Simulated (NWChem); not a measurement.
Molecule: SiHClF$_{2}$; SMILES F[SiH](F)Cl

B3LYP is NWChem's, with the RPA form of VWN correlation.

Task: Give the equilibrium geometry at B3LYP/6-31G* (spherical d) (NWChem) as a Z-matrix, with the point group.

Result: point group Cs; any orientation.
```
Si
F 1 1.5946
F 1 1.5946 2 107.77
H 1 1.4678 2 110.33 3 -120.51
Cl 1 2.0430 4 110.50 2 120.52
```
